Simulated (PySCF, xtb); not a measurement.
C₅H₁₀O, SMILES CC[C@H]1OCC1. One conformer was computed; it need not be the lowest.

Harmonic wavenumbers (cm⁻¹) from GFN2-xTB in xtb at its own minimum, in rising order: 82, 102, 196, 242, 400, 436, 742, 805, 830, 889, 974, 998, 1035, 1049, 1081, 1108, 1121, 1130, 1161, 1173, 1216, 1238, 1254, 1269, 1296, 1355, 1409, 1463, 1474, 1487, 1496, 1503, 2889, 2917, 2943, 2969, 2985, 3024, 3030, 3032, 3036, 3051.

What does B3LYP-D3(BJ)/def2-SVP run with PySCF give at its own minimum? (Estimate from the structure and the level; the computed values follow.)

72, 121, 211, 249, 408, 458, 724, 784, 820, 873, 937, 969, 992, 1018, 1054, 1108, 1116, 1162, 1185, 1211, 1251, 1271, 1297, 1325, 1364, 1396, 1411, 1451, 1466, 1469, 1483, 1515, 2988, 3009, 3018, 3029, 3055, 3064, 3072, 3107, 3125, 3135. Paired by order, the mean absolute difference is 35 cm⁻¹ and the zero-point energies are 88.5 and 89.7 kcal/mol.
